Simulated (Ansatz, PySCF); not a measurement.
Gas-phase reaction (SMILES): O[Si](O)(O)N[Si](O)(O)O + S (H2S) -> O[Si](O)(O)S [thiosilicic acid] + N[Si](O)(O)O; hydrogen sulfide cleaves one Si-N bond, a model of a ligand-exchange step.

Structures are relaxed separately at B3LYP-D3(BJ)/def2-TZVP in Ansatz (a first-principles code), one conformer each, not searched for the lowest. Valence correlation only, unless marked. No spin-orbit coupling. Non-relativistic. CBS(X,Y): correlation extrapolated as X^-3; Hartree-Fock from the larger set. [CCSD(T)-MP2]/basis is that difference in the basis named. Thermal terms are rigid-rotor harmonic-oscillator values from B3LYP-D3(BJ) frequencies (Ansatz or PySCF) at 298.15 K and 1 atm. 1 Eh = 627.5095 kcal/mol.

```csv
species,"E, RI-MP2/CBS(cc-pV(T+d)Z,cc-pV(Q+d)Z)+[CCSD(T)-MP2]/cc-pV(T+d)Z (Ansatz) (Eh)","E, PBE0-D4/def2-TZVPD (Ansatz + dftd4) (Eh)",H - E (Eh)
O[Si](O)(O)N[Si](O)(O)O,-1088.53182,-1089.19384,0.11877
S (H2S),-398.96967,-399.26302,0.01881
O[Si](O)(O)S,-914.97516,-915.59774,0.06153
N[Si](O)(O)O,-572.51372,-572.84872,0.07786
```

### Question
Work out ΔE and ΔH at 298.15 K at the first level, then ΔH at the second.

### Answer

1. ΔE = [(-914.97516) + (-572.51372)] - [(-1088.53182) + (-398.96967)] = 0.01261 Eh = 7.9 kcal/mol at RI-MP2/CBS(cc-pV(T+d)Z,cc-pV(Q+d)Z)+[CCSD(T)-MP2]/cc-pV(T+d)Z.
2. The terms H - E add up to 0.00181 Eh, so ΔH = (0.01261 + (0.00181))×627.5095 = 9.0 kcal/mol.
3. At PBE0-D4/def2-TZVPD the same steps give ΔE = 6.5 and ΔH = 7.7 kcal/mol, a shift of -1.3 from the first level.
4. These values are not checked against measurement here, since the tables used lack a sound gas-phase enthalpy of formation for at least one species.
